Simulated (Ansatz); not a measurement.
Molecule: C$_{3}$H$_{3}$N$_{2}$ (charge 0, doublet). It need not be the lowest isomer of its formula. 
Structure (B3LYP-D3(BJ)/def2-TZVP (Ansatz, a first-principles code) minimum search):
```
C
H 1 1.0795
C 1 1.4341 2 128.46
N 3 1.2960 1 110.93 2 180.00
H 3 1.0801 4 121.50 1 -180.00
C 1 1.4341 2 128.46 3 180.00
N 6 1.2960 1 110.93 2 180.00
H 6 1.0801 7 121.50 4 -180.00
```
Charge 0, spin multiplicity 2.

Parts of the frozen-core correlation energy in STO-3G (Ansatz, hartree). Frozen orbitals: 5; correlated occupied orbitals by spin: 13 and 12; virtual: 10 and 11. UHF or UKS for open shells. Spin-orbit coupling is left out. Non-relativistic.

```tsv
term	value
reference (HF)	-221.36238
MP2 opposite-spin	-0.17406
MP2 same-spin	(withheld)
CCSD correlation	(withheld)
(T)	(withheld)
T1 diagnostic	0.052
largest doubles amplitude	0.121
<S^2> of the reference	1.301
```

Task: Complete the blanks.

Result: 
- MP2 same-spin, value: -0.04258
- CCSD correlation, value: -0.30871
- (T), value: -0.00597
